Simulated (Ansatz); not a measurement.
The lowest singlet and triplet of H2P (SMILES [PH2+]); geometries from B3LYP-D3(BJ)/def2-TZVP, each state relaxed from the structure named, with no frequency check.
Singlet at the triplet's geometry (charge 1, multiplicity 1):
```xyz
3

P     -0.00022     0.08111     0.00000
H     -1.23606    -0.61174     0.00000
H      1.23941    -0.60491     0.00000
```

A positive gap puts the triplet lower; no zero-point energy. R- takes a restricted singlet. U- takes an unrestricted singlet (broken symmetry where lower, unprojected). The triplet is unrestricted in single-reference levels. Active spaces average the two states.

Frozen-core correlation.

Codes used: Ansatz (Gaussian basis) for Hartree–Fock, density functionals and correlated methods. Values without a source in brackets are computed.

```json
[
 {"level": "R-HF/cc-pV(D+d)Z", "gap E(singlet) − E(triplet), vertical, at the triplet's geometry (kJ/mol)": "51.9"},
 {"level": "U-HF/cc-pV(D+d)Z (spin-contaminated)", "gap E(singlet) − E(triplet), vertical, at the triplet's geometry (kJ/mol)": "7.6"},
 {"level": "R-B3LYP/def2-TZVPP", "gap E(singlet) − E(triplet), vertical, at the triplet's geometry (kJ/mol)": "-12.3"},
 {"level": "U-MP2/cc-pV(Q+d)Z (spin-contaminated)", "gap E(singlet) − E(triplet), vertical, at the triplet's geometry (kJ/mol)": "-3.5"},
 {"level": "R-CCSD/cc-pV(D+d)Z", "gap E(singlet) − E(triplet), vertical, at the triplet's geometry (kJ/mol)": "-10.3"},
 {"level": "U-CCSD/cc-pV(T+d)Z (spin-contaminated)", "gap E(singlet) − E(triplet), vertical, at the triplet's geometry (kJ/mol)": "-16.3"},
 {"level": "R-CCSD(T)/cc-pV(Q+d)Z", "gap E(singlet) − E(triplet), vertical, at the triplet's geometry (kJ/mol)": "___"},
 {"level": "R-CCSDT(Q)/cc-pV(D+d)Z", "gap E(singlet) − E(triplet), vertical, at the triplet's geometry (kJ/mol)": "-12.1"},
 {"level": "SA-CASSCF(6,6)/cc-pV(T+d)Z", "gap E(singlet) − E(triplet), vertical, at the triplet's geometry (kJ/mol)": "-10.7"}
]
```

### Question
Complete the blanks.

### Answer

- R-CCSD(T)/cc-pV(Q+d)Z, gap E(singlet) − E(triplet), vertical, at the triplet's geometry (kJ/mol): -21.0

Doubts at one or more of the structures used: a restricted determinant that unrestricted orbitals would lower (R-HF/cc-pV(D+d)Z, R-B3LYP/def2-TZVPP, R-CCSD/cc-pV(D+d)Z, R-CCSD(T)/cc-pV(Q+d)Z, R-CCSDT(Q)/cc-pV(D+d)Z); T1 above 0.05 (U-CCSD/cc-pV(T+d)Z (spin-contaminated)).

Ansatz is a quantum-chemistry and plane-wave program.
